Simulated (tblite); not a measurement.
Species: C5H4NP3.
SMILES with atom numbers: `[CH3:1][c:2]1[p:3][cH:4][p:5][c:6]([C:7]#[N:8])[p:9]1` (hydrogens: H10, H11, H12 on C1; H13 on C4)

Geometry (GFN2-xTB, Å), atoms numbered from 1 in this order:
```
atom  x, y, z in Å
C1    -2.419   -0.534   -0.085
C2    -0.994   -0.032   -0.040
P3    -0.850    1.702   -0.159
C4     0.844    2.058   -0.114
P5     2.298    1.141    0.023
C6     1.752   -0.522    0.129
C7     2.813   -1.443    0.253
N8     3.679   -2.191    0.353
P9     0.185   -1.305    0.116
H10   -3.124    0.290    0.017
H11   -2.619   -1.033   -1.034
H12   -2.607   -1.256    0.709
H13    1.037    3.127   -0.186
```

Method: GFN2-xTB as coded in tblite; computed harmonic values from a numerical Hessian at the method's own geometry, unscaled. The method is semi-empirical: single wavenumbers can be off by several per cent or more. The optimisation stopped once no atom felt more than 0.01 eV/Å.

Lowest wavenumbers of the output (negative numbers stand for imaginary wavenumbers):
```
mode    cm-1
  1     -35.6
  2      61.9
  3      80.7
  4     117.0
  5     189.8
  6     252.0
  7     286.4
  8     298.7
  9     311.3
 10     368.0
 11     474.9
 12     496.1
 13     513.2
 14     548.4
 15     616.7
```

Problem. Is this structure a minimum?

Solution. Not by this Hessian. 1 mode is imaginary beyond 20i (36i cm⁻¹), so at this level the point lies at or near a first-order saddle. The curvature is small, so loose convergence or finite differences may be the whole cause.

Problem. Which atoms move in the imaginary mode?

Solution. 36i: H12 (methyl hydrogen) 36 %, H11 (methyl hydrogen) 34 %, H10 (methyl hydrogen) 25 %. These are shares of the mass-weighted motion.

Problem. What is the remedy?

Solution. Step along that mode in both directions, optimise again with tighter thresholds and repeat the frequencies. The zero-point energy of this point (47.5 kcal/mol) counts the 32 real modes alone, and thermal corrections from it aren't those of a minimum.
